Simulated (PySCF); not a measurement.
AlClBr2, SMILES [Al]([Cl])([Br])[Br].

Coordinates come from a r2SCAN-D4/def2-SVP optimisation. The structure was generated by enumeration; whether it is a known compound was not checked.

The numbers are results of M06-2X/def2-TZVP (PySCF), not measurements.

Symmetry labels are those of the subgroup C2v that the program uses (full group C2v).

Computed valence orbital energies around the gap with their symmetry:
| orbital | symmetry | energy (eV) |
|---|---|---|
| HOMO−7 | A1 | -12.25 |
| HOMO−6 | B2 | -12.02 |
| HOMO−5 | B1 | -11.47 |
| HOMO−4 | B2 | -10.98 |
| HOMO−3 | B1 | -10.63 |
| HOMO−2 | A1 | -10.55 |
| HOMO−1 | A2 | -10.32 |
| HOMO | B2 | -10.01 |
| LUMO | A1 | -0.88 |
| LUMO+1 | B1 | -0.84 |
| LUMO+2 | A1 | 2.02 |
| LUMO+3 | B2 | 2.18 |
